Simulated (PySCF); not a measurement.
# A single-point calculation

[Tl(OH)2]+ (singlet). PySCF 2.14.0, RKS B3LYP, Tl def2-SVP with ECP60, O def2-SVP, H def2-SVP; non-relativistic Hamiltonian with scalar-relativistic core potentials where named; density fitting; no spin-orbit coupling. Purpose: singlet excitations, Tamm-Dancoff B3LYP.

```python
mol = gto.M(atom='''
Tl     0.00000     0.00000     0.69315
O      1.99022     0.20150     0.90625
H      2.44563    -0.19676     0.12307
O     -1.99022    -0.20150     0.90625
H     -2.44563     0.19676     0.12307''',
    basis={'Tl': 'def2-SVP', 'O': 'def2-SVP', 'H': 'def2-SVP'},
    ecp={'Tl': 'def2-SVP'},
    charge=1, spin=0)
mf = dft.RKS(mol, xc='B3LYP')
mf.grids.atom_grid = (50, 194)
mf = mf.density_fit()  # fitting sets: Tl def2-universal-JKFIT, O def2-universal-JKFIT, H def2-universal-JKFIT
mf.conv_tol = 1e-08; mf.max_cycle = 55
mf.kernel(dm0)  # dm0: converged density of the relaxed state
td = mf.TDA(); td.nstates = 8; td.kernel()
```

Run from Python with OMP_NUM_THREADS=2; the lines above give its settings. Where DIIS fails, smearing, a level shift and second-order steps follow.
It took 6.7 s on 2 threads of Arm Neoverse V1 (shared host), from an already converged density.

(1) Where do the frontier levels lie, over both spins?

(2) What does the SCF print?

(3) What are the Mulliken charges and spins?

(4) Which singlet excitations follow (Tamm-Dancoff, 8 states)?

The geometry was relaxed with PBE (Tl def2-SVP with ECP60, O def2-SVP, H def2-SVP).

Answers

(1) HOMO -14.78 eV, LUMO -9.82 eV. 

(2) 
```
init E= -323.770138223097
cycle= 1 E= -323.770715949637  delta_E= -0.000578  |g|= 0.0782  |ddm|= 0.243
cycle= 2 E= -323.766218140652  delta_E= 0.0045  |g|= 0.166  |ddm|= 0.22
cycle= 3 E= -323.772070148555  delta_E= -0.00585  |g|= 0.00207  |ddm|= 0.147
cycle= 4 E= -323.772071174898  delta_E= -1.03e-06  |g|= 0.000318  |ddm|= 0.00255
cycle= 5 E= -323.772071195628  delta_E= -2.07e-08  |g|= 8.34e-05  |ddm|= 0.000329
cycle= 6 E= -323.772071196901  delta_E= -1.27e-09  |g|= 4.07e-05  |ddm|= 9.12e-05
Extra cycle  E= -323.772071193598  delta_E= 3.3e-09  |g|= 0.000128  |ddm|= 0.000136
converged SCF energy = -323.772071193598
```

(3) 
```csv
atom,charge (e),spin (e)
Tl1,1.075,0.000
O2,-0.300,0.000
H3,0.263,0.000
O4,-0.300,0.000
H5,0.263,0.000
```

(4) 
```csv
state,eV,oscillator strength
1,3.40,0.0015
2,3.74,0.0080
3,5.70,0.1278
4,6.18,0.0167
5,6.47,0.0018
6,6.63,0.0036
7,7.12,0.0012
8,7.14,0.0334
```
Functionals without range separation put charge-transfer states too low; the basis has no diffuse functions.
